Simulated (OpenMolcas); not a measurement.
Ni4+ (d6) among equal point charges was computed by CASSCF with the d shell active (OpenMolcas, ANO-RCC-VTZP on the metal). Its lowest spin-free states, and all those of the highest spin:

```
2S+1  Degeneracy  E (cm-1)
   5           2       0.0
   5           1      2110
   5           2      3238
   3           1     29122
   3           2     29222
   3           2     30014
   3           2     30725
   3           1     31047
   3           1     31051
   3           2     31600
   3           2     33091
   3           1     34370
```

**Question.** Is the site octahedral, tetrahedral or cube-like, axial, or of lower symmetry?

**Answer.** The states with 2S+1 = 5 have orbital degeneracies 2, 1, 2. There are pairs but no triples, so the site is axial: not cubic, but with a proper or improper axis of order three or more. The run had Ni4+ among 5 point charges of -2 e arranged as a trigonal bipyramid (D3h), 1.6 Å from the ion, with the axial distance 1.920 Å.

An orbital doublet at a regular site is open to a Jahn-Teller distortion, which this geometry leaves out. Without dynamic correlation the repulsion within the d shell is too large (B by tens of per cent), so at a given field states of lower spin stand too high. Point charges give a weaker field than real ligands, and real ions of this kind are often low spin; the high spin found here belongs to the model. The ground term spreads over less than 5000 cm-1, several times less than with real ligands, so orbital moments are less quenched and χT lies further from the spin-only value than at real sites. Point charges carry no covalency, so the field is a model and not that of real ligands. No measured value stands beside these numbers.
